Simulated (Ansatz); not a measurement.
Si5Se5. Total charge 0; singlet. Geometry PBE-D4/def2-SVP; atoms count from 1.

```xyz
10

Si   -1.3452    0.8837   -1.7803
Si    0.9235    2.2502   -1.0148
Si    2.3236    0.7927    0.3315
Si   -1.6365    0.5391    1.7458
Si    0.2222   -1.6880    0.1733
Se    0.7164   -0.1751    1.9984
Se    1.1332   -0.2546   -1.5868
Se   -1.1540    2.3997    0.1667
Se   -2.0286   -1.0493   -0.1657
Se    0.8454   -3.6984    0.1319
```

The structure comes from a short search, and lower isomers may exist.

Estimate the Mulliken populations from the PBE0/def2-TZVP orbitals of Ansatz.


| atom | charge (e) |
| --- | --- |
| Si1 | 0.16 |
| Si2 | 0.02 |
| Si3 | 0.05 |
| Si4 | 0.11 |
| Si5 | 0.27 |
| Se6 | -0.08 |
| Se7 | -0.03 |
| Se8 | -0.08 |
| Se9 | -0.11 |
| Se10 | -0.31 |
Mulliken values depend strongly on the basis.

And the Mayer bond orders between heavy atoms (over 0.3)?

Si1–Si2 0.37 (2.76 Å); Si1–Se7 0.53 (2.73 Å); Si1–Se8 0.84 (2.47 Å); Si1–Se9 0.72 (2.61 Å); Si2–Si3 0.90 (2.43 Å); Si2–Se7 0.57 (2.58 Å); Si2–Se8 0.87 (2.39 Å); Si3–Se6 0.79 (2.51 Å); Si3–Se7 0.75 (2.49 Å); Si4–Se6 0.86 (2.47 Å); Si4–Se8 0.80 (2.49 Å); Si4–Se9 0.81 (2.52 Å); Si5–Se6 0.81 (2.42 Å); Si5–Se7 0.74 (2.45 Å); Si5–Se9 0.88 (2.36 Å); Si5–Se10 1.99 (2.11 Å).
